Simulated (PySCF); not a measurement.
Isomers of C6H6O2Si.

All values: PBE0/pcSseg-1 (PySCF) at GFN2-xTB geometries, gas phase, one conformer each.

(1) Rank by the lowest Hirshfeld charge on any atom, lowest value first.
A. `[CH:1]#[C:2][C@@H:3]([SiH3:4])[C:5](=[C:6]=[O:7])[CH:8]=[O:9]` with C2–C3–C5–C6 -21°, C3–C5–C8–O9 1°
B. `[CH:1]#[C:2][C@@H:3]1[C:4](=[O:5])[SiH2:6][C@@H:7]1[CH:8]=[O:9]` with Si6–C7–C8–O9 90°, C2–C3–C4–O5 82°, C3–C4–Si6–C7 -13°, C4–Si6–C7–C8 136°, C2–C3–C7–Si6 98°
C. `[O:1]=[C:2]([OH:3])[C:4]#[C:5][C:6]1=[CH:7][CH2:8][SiH2:9]1` with O1–C2–O3–H 0°
D. `[CH:1]#[C:2][c:3]1[cH:4][c:5]([SiH2:6][OH:7])[cH:8][o:9]1` with C4–C5–Si6–O7 169°, C5–Si6–O7–H 180°

(2) Rank by dipole moment, lowest first.
A. `[CH:1]#[C:2][C@@H:3]1[C:4](=[O:5])[SiH2:6][C@@H:7]1[CH:8]=[O:9]` with Si6–C7–C8–O9 90°, C2–C3–C4–O5 82°, C3–C4–Si6–C7 -13°, C4–Si6–C7–C8 136°, C2–C3–C7–Si6 98°
B. `[CH:1]#[C:2][C@@H:3]([SiH3:4])[C:5](=[C:6]=[O:7])[CH:8]=[O:9]` with C2–C3–C5–C6 -21°, C3–C5–C8–O9 1°
C. `[CH:1]#[C:2][c:3]1[cH:4][c:5]([SiH2:6][OH:7])[cH:8][o:9]1` with C4–C5–Si6–O7 169°, C5–Si6–O7–H 180°
D. `[O:1]=[C:2]([OH:3])[C:4]#[C:5][C:6]1=[CH:7][CH2:8][SiH2:9]1` with O1–C2–O3–H 0°

## Answers

(1) D (-0.305 e), C (-0.269 e), B (-0.244 e), A (-0.221 e).

(2) A (0.87 D), B (1.56 D), C (2.05 D), D (3.23 D).

All values together:

| SMILES | μ (D) | HOMO (eV) | LUMO (eV) | lowest IAO charge (e) | highest IAO charge (e) | lowest Hirshfeld charge (e) | highest Hirshfeld charge (e) |
| --- | --- | --- | --- | --- | --- | --- | --- |
| O=C(O)C#CC1=CC[SiH2]1 | 3.23 | -7.37 | -1.96 | -0.539 (C) | +0.767 (Si) | -0.269 (O) | +0.370 (Si) |
| C#C[C@@H]([SiH3])C(=C=O)C=O | 1.56 | -7.34 | -1.96 | -0.417 (O) | +0.631 (Si) | -0.221 (O) | +0.319 (Si) |
| C#Cc1cc([SiH2]O)co1 | 2.05 | -6.48 | -0.76 | -0.795 (O) | +1.035 (Si) | -0.305 (O) | +0.400 (Si) |
| C#C[C@@H]1C(=O)[SiH2][C@@H]1C=O | 0.87 | -7.17 | -1.96 | -0.423 (C) | +0.677 (Si) | -0.244 (O) | +0.369 (Si) |

Conformers: `[O:1]=[C:2]([OH:3])[C:4]#[C:5][C:6]1=[CH:7][CH2:8][SiH2:9]1` with O1–C2–O3–H 0°; `[CH:1]#[C:2][C@@H:3]([SiH3:4])[C:5](=[C:6]=[O:7])[CH:8]=[O:9]` with C2–C3–C5–C6 -21°, C3–C5–C8–O9 1°; `[CH:1]#[C:2][c:3]1[cH:4][c:5]([SiH2:6][OH:7])[cH:8][o:9]1` with C4–C5–Si6–O7 169°, C5–Si6–O7–H 180°; `[CH:1]#[C:2][C@@H:3]1[C:4](=[O:5])[SiH2:6][C@@H:7]1[CH:8]=[O:9]` with Si6–C7–C8–O9 90°, C2–C3–C4–O5 82°, C3–C4–Si6–C7 -13°, C4–Si6–C7–C8 136°, C2–C3–C7–Si6 98°.
